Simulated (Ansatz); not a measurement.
A CCSD(T) single point on CH₅FO₂Si (`OC(O)(F)[SiH3]`).

```yaml
crystal:
  periodic: [false, false, false]
  atoms:
    - {symbol: O, position_ang: [-0.027223, 1.388515, -0.800542]}
    - {symbol: C, position_ang: [-0.323732, 0.077314, -0.522432]}
    - {symbol: O, position_ang: [0.272070, -0.794307, -1.429821]}
    - {symbol: F, position_ang: [-1.667850, -0.138276, -0.715029]}
    - {symbol: Si, position_ang: [0.117696, -0.292140, 1.317699]}
    - {symbol: H, position_ang: [-0.237607, 1.547035, -1.732179]}
    - {symbol: H, position_ang: [1.223783, -0.656479, -1.387800]}
    - {symbol: H, position_ang: [-0.367878, -1.655935, 1.632736]}
    - {symbol: H, position_ang: [-0.505089, 0.715055, 2.208084]}
    - {symbol: H, position_ang: [1.599030, -0.241882, 1.432184]}
basis:
  gaussian: {orbitals: def2-TZVPP}
correlation: {method: ccsd_t}
```

```sh
$ ansatz run in.yaml --threads 4 --pin off --events-out ev --progress --plain --max-ram 10444MiB
```

The program prints (abridged):

```
Functional definition: HF
1452 factors; integrals over basis functions are off by at most 8.0e-4 eV
mean field evaluation 1: about -15750.9981 eV, gradient 4.6e1 eV
mean field evaluation 2: about -15751.2812 eV, gradient 4.6e1 eV
mean field evaluation 4: about -15755.5172 eV, gradient 3.8e0 eV
mean field evaluation 8: about -15755.5862 eV, gradient 2.7e-1 eV
mean field -15755.58639085 eV, -579.0071203437 hartree, gradient 1.8e-6 eV, S^2 0.000000; 0 other end points of the search recorded, 0 dependent functions left out
9 core orbitals not correlated: weight in the atoms' cores, before any rotation towards them, 1.000 or more for the frozen orbitals, at most 0.000 for the correlated occupied ones
reference -15755.58639085 eV, -579.0071203437 hartree; 16, 16 occupied and 211, 211 virtual orbitals, 1452 factors
second order -27.72844365 eV of doubles, -0.00000000 eV of singles
cycle   1  -27.75637828 eV  change   -2.8e-2 eV  update   1.1e-1
cycle   2  -28.41332810 eV  change   -6.6e-1 eV  update   3.2e-2
cycle   3  -28.56037988 eV  change   -1.5e-1 eV  update   1.7e-2
cycle   4  -28.54146112 eV  change    1.9e-2 eV  update   3.8e-3
cycle   5  -28.53962157 eV  change    1.8e-3 eV  update   1.8e-3
cycle   6  -28.54087241 eV  change   -1.3e-3 eV  update   5.5e-4
cycle   7  -28.54056257 eV  change    3.1e-4 eV  update   2.0e-4
cycle   8  -28.54041920 eV  change    1.4e-4 eV  update   6.4e-5
cycle   9  -28.54043832 eV  change   -1.9e-5 eV  update   2.4e-5
perturbative correction -1.00481332 eV, -0.0369262086 hartree
Total energy: -15785.13164250 eV, -580.0928883152 hartree
```

Hardware: 4 threads of an Arm Neoverse V2 on a shared host. Wall time 110 s, peak host memory 4.6 GiB.

MP2 recovers 93.9 % of the CCSD(T) correlation energy and the triples give 3.4 %; T1 = 0.0125.
